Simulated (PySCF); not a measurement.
sulfur tetrafluoride (F4S), SMILES FS(F)(F)F. The structure is a stationary point at PBE-D3(BJ)/def2-SVP.

Computed equilibrium geometry at PBE-D3(BJ)/def2-SVP (PySCF confirms it by a frequency run) as a Z-matrix, and its point group:
point group C2v.
```
S
F 1 1.6134
F 1 1.6134 2 100.71
F 1 1.6881 2 87.92 3 -87.49
F 1 1.6881 2 87.92 4 174.98
```
Charge 0, spin multiplicity 1.
